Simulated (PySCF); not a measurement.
C5H10O, SMILES [C@@H](C1CC1)(C)O.

The structure is a stationary point at PBE0-D3(BJ)/def2-SVP. The values are those of a single conformer.

These are TDA-PBE/def2-SVPD (PySCF 2.14.0) values and carry that method's errors.

Vertical excitations. Isolated molecule, no solvent.

Computed UV-visible absorptions:
```csv
state,energy (eV),λ (nm),f,main pairs
S1,6.20,200,0.020,HOMO→LUMO 99 %
S2,6.55,189,0.007,HOMO→LUMO+1 98 %
S3,6.71,185,0.001,HOMO→LUMO+2 98 %
S4,6.97,178,0.015,HOMO→LUMO+3 99 %
S5,7.10,175,0.015,HOMO−1→LUMO 99 %
S6,7.33,169,0.015,HOMO−2→LUMO 99 %
T1,6.05,205,0,HOMO→LUMO 98 %
T2,6.44,192,0,HOMO→LUMO+1 98 %
```
Triplets are in the Tamm–Dancoff approximation.
